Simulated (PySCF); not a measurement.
Fill in the blanks.

C₇H₅N₂O (doublet state).
Cartesian coordinates in Å at the GFN2-xTB level; atoms count from 1:
```xyz
15
C7H5N2O angstrom
C     -0.5375    2.4618   -0.6704
C     -0.3500    1.1083   -0.4986
C     -1.4816    0.2589   -0.3467
C     -2.3836   -0.5396   -0.2173
C     -3.4306   -1.3969   -0.0699
N     -4.3154   -2.1169    0.0674
N      0.8714    0.6159   -0.3801
C      1.2852   -0.6594   -0.5185
C      2.4798   -1.0212    0.3159
O      0.7754   -1.3811   -1.3608
H     -1.5220    2.8935   -0.6766
H      0.3170    3.1076   -0.7612
H      3.1939   -0.2027    0.3167
H      2.9388   -1.9273   -0.0684
H      2.1548   -1.1929    1.3410
```

```tsv
property	level	value
point group of the GFN2-xTB geometry	GFN2-xTB	C1
rotational constants A, B, C of the GFN2-xTB geometry	GFN2-xTB	?
isotropic g value	unrestricted B3LYP/pcH-1, mean-field spin–orbit	2.00433
spin squared ⟨S²⟩	unrestricted B3LYP/pcH-1	?
largest isotropic hyperfine couplings (means over sets of like nuclei)	unrestricted B3LYP/pcH-1	?
```

Electronic properties: PySCF, gas phase, density fitting. One conformer (not necessarily the lowest) at the GFN2-xTB geometry, without solvent or vibrations. GFN2-xTB frequencies show an imaginary mode (37i cm⁻¹), so this geometry is no minimum at that level. Hyperfine couplings depend on the geometry, which wasn't re-optimised at a DFT level. Couplings of like nuclei are plain means over topologically equivalent atoms, as if these changed places fast (by rotation of a methyl-like group, say); in this geometry the members of some sets differ.

The spin squared ⟨S²⟩?

0.786.

What are the largest isotropic hyperfine couplings (means over sets of like nuclei)?

13C +51.5 (C1), 13C -43.0 (C2), 1H -41.3 (H11), 1H -39.9 (H12), 14N +22.4 (N7) MHz.

What are the rotational constants A, B, C of the GFN2-xTB geometry?

2.013, 0.786, 0.603 GHz.

⟨S²⟩ is 0.036 above the pure-spin value S(S + 1) = 0.75. At 9.50 GHz, hν = g·μB·B₀ (B₀ the magnetic field) puts the centre of the isotropic spectrum, to first order, at 338.6 mT. With B = h/(8π²I), that is 505.379 GHz u Å² over I, the principal moments of inertia are 251.1, 643.0 and 838.0 u Å² (most abundant isotopes).
